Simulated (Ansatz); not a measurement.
One geometry of the cluster Te2W, several levels of theory.

```yaml
crystal:
  periodic: [false, false, false]
  atoms:
    - {symbol: W, position_ang: [-0.385513, -0.853959, -0.011165]}
    - {symbol: Te, position_ang: [-1.595849, 1.234721, -0.016653]}
    - {symbol: Te, position_ang: [1.981362, -0.380772, 0.027818]}
basis:
  gaussian: {orbitals: def2-TZVP, initial_orbitals: start.molden}
hamiltonian: {xc: pbe, dispersion: d4}
scf: {omitted_lower_state_checks: [starts]}
output: {forces: true, orbitals: {seedname: orbitals}}
```

The file start.molden holds the orbitals of an earlier run on this structure, at another level or in another basis.

```sh
$ ansatz run in.yaml --threads 2 --pin off --events-out ev --progress --plain --max-ram 4352MiB
```

Shortened log:

```
Functional definition: PBE
1096 factors; their error is unknown
mean field evaluation 1: about -16413.3213 eV, gradient 7.3e0 eV
mean field evaluation 2: about -16413.4371 eV, gradient 1.9e-1 eV
mean field evaluation 4: about -16413.1946 eV, gradient 7.2e-1 eV
mean field evaluation 8: about -16413.1947 eV, gradient 1.2e-5 eV
mean field -16413.19474022 eV, -603.1737814403 hartree, gradient 1.2e-5 eV, S^2 0.000000; 0 other end points of the search recorded, 0 dependent functions left out
reference -16413.19477125 eV, -603.1737825806 hartree; 31, 31 occupied and 109, 109 virtual orbitals, 1096 factors
Total energy: -16413.34203198 eV, -603.1791943126 hartree
Atom 0 at    -0.385513    -0.853959    -0.011165 Å, force    -0.282839    -0.626520    -0.008191 eV/Å
Atom 1 at    -1.595849     1.234721    -0.016653 Å, force    -0.298930     0.512125    -0.001379 eV/Å
Atom 2 at     1.981362    -0.380772     0.027818 Å, force     0.581769     0.114395     0.009570 eV/Å
Dipole moment:    -0.087599    -0.194041    -0.002537 e Å
Checks for a lower state left out: starts
```

Run time 1.8 s (2 threads of AMD EPYC 9R14 on a shared host).

The first input with `hamiltonian: {xc: {name: LC-wPBE, parameters: {omega: 0.2/bohr}}}`, `output: {orbitals: {seedname: orbitals}}` (abridged; 2.2 s):

```
Functional definition: LC-wPBE
mean field -16413.29417213 eV, -603.1774354953 hartree, gradient 1.9e-5 eV, S^2 0.000000
Total energy: -16413.29417214 eV, -603.1774354959 hartree
Checks for a lower state left out: starts
```

As the first input, with `hamiltonian: {xc: {name: CAM-B3LYP}, dispersion: d4}`, `output: {orbitals: {seedname: orbitals}}` (abridged; 4 s):

```
Functional definition: CAM-B3LYP
mean field -16409.77122549 eV, -603.0479695942 hartree, gradient 2.4e-5 eV, S^2 0.000000
Total energy: -16409.91153738 eV, -603.0531259610 hartree
Checks for a lower state left out: starts
```

As the first input, with `hamiltonian: {xc: {name: LC-wPBE, parameters: {omega: 0.1/bohr}}}`, `output: {orbitals: {seedname: orbitals}}` (abridged; 2.5 s):

```
Functional definition: LC-wPBE
mean field -16413.44540894 eV, -603.1829933458 hartree, gradient 2.0e-5 eV, S^2 0.000000
Total energy: -16413.44540901 eV, -603.1829933483 hartree
Checks for a lower state left out: starts
```

First input, but with `hamiltonian: {xc: {name: LC-wPBE, parameters: {omega: 0.3/bohr}}}`, `output: {orbitals: {seedname: orbitals}}` (abridged; 4.7 s):

```
Functional definition: LC-wPBE
mean field evaluation 16: about -16412.9708 eV, gradient 2.9e-5 eV
mean field -16412.97078825 eV, -603.1655513570 hartree, gradient 2.8e-5 eV, S^2 0.000000
Total energy: -16412.97078826 eV, -603.1655513572 hartree
Checks for a lower state left out: starts
```

As the first input, with `hamiltonian: {xc: {name: LC-wPBE, parameters: {omega: 0.15/bohr}}}`, `output: {orbitals: {seedname: orbitals}}` (abridged; 2.1 s):

```
Functional definition: LC-wPBE
mean field -16413.42161868 eV, -603.1821190696 hartree, gradient 2.1e-5 eV, S^2 0.000000
Total energy: -16413.42161870 eV, -603.1821190706 hartree
Checks for a lower state left out: starts
```

First input, but with `hamiltonian: {xc: {name: B3LYP}, dispersion: d4}`, `output: {orbitals: {seedname: orbitals}}` (abridged; 2.3 s):

```
Functional definition: B3LYP
mean field -16417.43780173 eV, -603.3297110744 hartree, gradient 1.7e-5 eV, S^2 0.000000
Total energy: -16417.68572657 eV, -603.3388221445 hartree
Checks for a lower state left out: starts
```

Geometry: PBE0-D4/def2-TZVP.

In the def2 sets Te, W take a core potential; there is no spin–orbit coupling. B3LYP takes the VWN-RPA correlation. At PBE-D4/def2-TZVP the restricted singlet is unstable: a solution with broken spin symmetry lies lower. The restricted singlet is unstable towards broken spin symmetry at other levels; at LC-ωPBE (ω = 0.20 bohr⁻¹)/def2-TZVP, CAM-B3LYP-D4/def2-TZVP, LC-ωPBE (ω = 0.10 bohr⁻¹)/def2-TZVP, LC-ωPBE (ω = 0.30 bohr⁻¹)/def2-TZVP and others this wasn't settled. At PBE0-D4/def2-TZVP a triplet of charge 0 lies 0.82 eV below the restricted singlet, each at its own geometry. The structure comes from a short search, and lower isomers may exist.
